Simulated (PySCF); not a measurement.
```xyz
4
charge 0 multiplicity 4, angstrom
Rh    0.0000    0.0000   -0.2271
O     0.6381    0.0000    1.6865
O    -0.6381    0.0000    1.6865
O     0.0000    0.0000   -1.9115
```

Computed with PySCF, UPBE0, basis Rh def2-SVP with ECP28, O def2-SVP (scalar-relativistic core potentials, no spin–orbit coupling, density fitting).

This geometry of RhO₃ is a stationary point at this level.

Task: What is the point group?

Result: C2v.

Task: Is it a minimum?

Result: Yes: all harmonic wavenumbers are real.

Task: Which band is strongest in the infrared?

Result: 1305 cm⁻¹ (a1), 124 km/mol.

Task: Give the ideal-gas entropy at 298.15 K and 1 bar by parts.

Result: translation 171.4, rotation 95.7, vibration 32.7, spin 11.5; total 311.3 J/(mol K).

Other isomers or separated fragments may lie lower. With open d or f shells other occupations or spin states may lie lower. At this level a doublet minimum of C2v symmetry lies 9 kJ/mol below this structure.
